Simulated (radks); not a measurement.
Trend from Mg3+ to Ar3+: ionisation energy by Delta-SCF between NIST ground configurations, and size. Calculated with a radial shooting solver on a logarithmic mesh with Libxc functionals: scalar-relativistic Kohn-Sham, r2SCAN, spin-polarised, spherical densities, finite nucleus; open shells are filled with parallel spins first; meta-GGA in the generalised Kohn-Sham scheme; Fermi nuclear charge, rms radius of each element as measured or else 0.836 A^(1/3) + 0.57 fm.

| species | configuration | configuration of the ion | IE (eV) | NIST (eV) | kind | -e(HOMO) (eV) | outermost | <r> outermost (bohr) | r at 0.001 e/bohr^3 (bohr) |
|---|---|---|---|---|---|---|---|---|---|
| Mg3+ | [He] 2s2 2p5 | [He] 2s2 2p4 | 109.94 | 109.27 | semi-emp. | 95.426 (2p) | 2s | 0.673 | 2.02 |
| Al3+ | [Ne] | [He] 2s2 2p5 | 121.62 | 119.99 | exp. | 105.74 (2p) | 2s | 0.621 | 1.96 |
| Si3+ | [Ne] 3s1 | [Ne] | 45.106 | 45.142 | exp. | 40.657 (3s) | 3s | 1.85 | 3.03 |
| P3+ | [Ne] 3s2 | [Ne] 3s1 | 50.750 | 51.444 | exp. | 45.820 (3s) | 3s | 1.68 | 3.08 |
| S3+ | [Ne] 3s2 3p1 | [Ne] 3s2 | 47.047 | 47.22 | semi-emp. | 41.044 (3p) | 3p | 1.66 | 3.10 |
| Cl3+ | [Ne] 3s2 3p2 | [Ne] 3s2 3p1 | 53.543 | 53.2 | semi-emp. | 46.773 (3p) | 3p | 1.51 | 3.03 |
| Ar3+ | [Ne] 3s2 3p3 | [Ne] 3s2 3p2 | 59.849 | 59.6 | semi-emp. | 52.402 (3p) | 3p | 1.39 | 2.95 |

Reference values: NIST Atomic Spectra Database (exp. = measured, semi-emp. = semi-empirical, theory = theoretical value adopted there). Open shells are spherical and high-spin; term and fine-structure splittings are not resolved.
